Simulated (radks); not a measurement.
Task: These are the eigenvalues of the occupied orbitals of an atom or ion with whole-number occupations (eV). All-electron calculation, scalar-relativistic Kohn-Sham, LDA (Slater exchange, Perdew-Wang correlation), spin-polarised, spherical densities, point nucleus. Program: a radial shooting solver on a logarithmic mesh with Libxc functionals.

orbital  eigenvalue
1s up     -23063.18
1s down   -23063.17
2s up     -3391.577
2s down   -3390.628
2p up     -3047.194
2p down   -3046.448
3s up     -650.1052
3s down   -649.4347
3p up     -536.9589
3p down   -536.2295
3d up     -355.5939
3d down   -354.6237
4s up     -136.6017
4s down   -132.6193
4p up     -103.9438
4p down    -99.8379
4d up      -56.3607

Which element is it, and in what charge state? The configuration may be excited. Open shells, if any, are filled with parallel spins first.

Result: Z = 45, rhodium, charge +4: Rh4+ in [Kr] 4d5. The list shows which subshells hold electrons but not how many an open one holds; the 1s level, -847.56 hartree, gives Z - s = 41.2 by -(Z - s)^2/2, which with screening and relativity narrows Z to a few neighbours, and the depths of the outer levels then fix element, charge and occupations together.
